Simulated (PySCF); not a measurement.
A structure optimised at PBE-D3(BJ)/def2-SVP, used in a PySCF frequency run:

```
C
H 1 1.1150
C 1 1.5441 2 108.26
H 3 1.1136 1 110.21 2 -179.23
H 3 1.1144 4 105.08 1 -118.26
C 1 1.5482 2 108.23 3 -122.19
H 6 1.1125 1 110.39 2 -61.51
H 6 1.1136 7 105.60 1 119.35
Si 3 1.9040 4 107.67 5 -112.32
H 9 1.5047 3 111.97 4 -51.07
H 9 1.5053 10 108.28 3 -120.14
H 9 1.5063 10 108.51 11 -117.98
Si 6 1.9065 7 106.11 8 114.28
H 13 1.5056 6 112.75 7 -164.84
H 13 1.5056 14 107.86 5 -166.51
H 13 1.5072 14 108.19 15 -117.56
Si 1 1.9143 2 105.16 3 121.10
H 17 1.5057 1 111.83 2 -53.76
H 17 1.5058 18 108.51 10 -175.10
H 17 1.5072 18 108.74 19 -118.19
```
Charge 0, spin multiplicity 1.

Question: Write its SMILES and formula.

Answer: [SiH3]CC([SiH3])C[SiH3], C₃H₁₄Si₃

Question: What are its rotational constants (standard atomic weights)?

Answer: 1.9950, 0.98886, 0.69647 GHz
